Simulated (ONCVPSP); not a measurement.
Varying the ONCV potential for Rh (Z = 45)

Base potential:

```json
{
 "Element": "Rh (Z = 45)",
 "Generator": "ONCVPSP 4.0.1",
 "Type": "optimised norm-conserving Vanderbilt (ONCV)",
 "Functional": "PBE",
 "Relativity": "scalar-relativistic",
 "Frozen core": "[Kr]",
 "Valence charge": "9",
 "Reference configuration": "4d7 (charge +2)",
 "Partial waves": "s scattering state at 0.47 Ha: rc 1.75 bohr, ncon 4, nbas 7, qcut 3 1/bohr, 3 projectors, debl 1.8 Ha; p scattering state at 0.18 Ha: rc 2.10 bohr, ncon 3, nbas 7, qcut 3.5 1/bohr, 1 projector; 4d: rc 2.10 bohr, ncon 4, nbas 8, qcut 8 1/bohr, 2 projectors, debl 1.9 Ha",
 "Local potential": "polynomial inside 1.25 bohr (lpopt 5, dvloc0 4 Ha)",
 "Core correction": "Teter function, fcfact 3, rcfact 1.65"
}
```

In the s channel the program set the typed energies aside and used 0.050, 1.850, 3.650 Ha. In the p channel the program set the typed energies aside and used 0.050 Ha.

All-electron outer shells of the reference configuration (PBE, scalar-relativistic, ld1.x):

```json
{"shell": "4d", "level (eV)": "-25.74", "outermost node (bohr)": "0.46", "outermost maximum (bohr)": "1.13"}
```

Cutoffs, loose and tight: the cutoffs (Ha) at which the residual kinetic energy of the hardest occupied pseudo-wave falls to 1 and 0.1 mHa per electron. They do not see the model core or the augmentation charge, which bear on the density cutoff. Test errors are all-electron minus pseudo excitation energies from the reference, over the configurations 4d8 5s1; 4d8; 4d6; 4d9. A dash means not determined; rows that change the core or the reference have their own tests.

1 further variants are left out, since the program set their typed debl aside.

| change | outcome | cutoff, loose | cutoff, tight | bound ghosts | GHOST(+) flags above zero | largest test error (meV) |
| --- | --- | --- | --- | --- | --- | --- |
| base | generated, projector energies reset by the program | 21 Ha | 25 Ha | none | s | -286 |
| s: nproj 2 | generated, projector energies reset by the program | 21 Ha | 25 Ha | none | s | -286 |
| local potential polynomial inside 1.25 bohr (lpopt 5, dvloc0 8.5 Ha) | generated, projector energies reset by the program | 21 Ha | 25 Ha | none | s, p | -286 |

Q: What comes out with this change to the base: d: qcut 5.8?

A: outcome: generated, projector energies reset by the program; cutoff, loose: 16 Ha; cutoff, tight: 45 Ha; bound ghosts: none; GHOST(+) flags above zero: s; largest test error (meV): -239.
